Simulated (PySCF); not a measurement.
CH₄OSZn.

```xyz
8

Zn     0.0659     0.0557     0.0839
O      1.2711    -0.7631    -0.9145
C      1.0399    -1.4470    -2.1116
H      0.6160    -0.8057    -2.9130
H      1.9999    -1.8410    -2.4955
H      0.3608    -2.3185    -1.9991
S     -1.2427     1.1283     1.4190
H     -1.4786     0.0285     2.1724
```
Charge 0, spin multiplicity 1.

The structure is a stationary point at r2SCAN-D4/def2-SVP. Other conformers were not sampled.

All values below come from PBE/pcSseg-1 in PySCF. Non-relativistic, no solvent.

Computed absolute GIAO shielding of each atom: isotropic value and principal components (ppm):
```
atom  σ(iso)     σ11     σ22     σ33    span
----  ------  ------  ------  ------  ------
Zn1   1601.3  1171.4  1178.6  2453.9  1282.6
O2     280.1   158.2   285.2   396.9   238.7
C3     118.5    87.7    88.7   179.2    91.5
H4      26.7    22.1    24.0    34.1    11.9
H5      27.1    23.1    24.0    34.2    11.1
H6      26.7    22.1    24.1    34.0    11.9
S7     799.4   746.9   755.7   895.5   148.6
H8      31.8    22.9    28.1    44.4    21.6
```
